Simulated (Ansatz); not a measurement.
H$_{2}$Cl$_{3}$NTi, singlet, geometry from GFN2-xTB (such geometries of metal compounds can be far from the true shape).

The Ansatz (an electronic-structure program) input:
Ansatz 0.2 input:
```yaml
crystal:
  periodic: [false, false, false]
  atoms:
    - {symbol: Ti, position_ang: [-0.13937091, -0.24600478, -0.03069779]}
    - {symbol: Cl, position_ang: [1.81546559, -0.40073557, -0.86150818]}
    - {symbol: Cl, position_ang: [0.06558105, 0.32640835, 2.01346250]}
    - {symbol: Cl, position_ang: [-1.09675410, 1.40177927, -0.99077141]}
    - {symbol: N, position_ang: [-1.07131466, -1.79322522, -0.21542631]}
    - {symbol: H, position_ang: [-0.79360286, -2.60218848, -0.77409091]}
    - {symbol: H, position_ang: [-1.97400768, -1.99981506, 0.21731681]}
basis:
  gaussian:
    orbitals: pcseg-1.json
hamiltonian:
  xc: pbe0
```
The basis file holds pcseg-1 in the JSON format of the Basis Set Exchange.

Estimate the number of basis functions that Ansatz with PBE0/pcseg-1 returns for this input.

109

Give the total energy at the level PBE0/pcseg-1.

-2285.3576 Eh
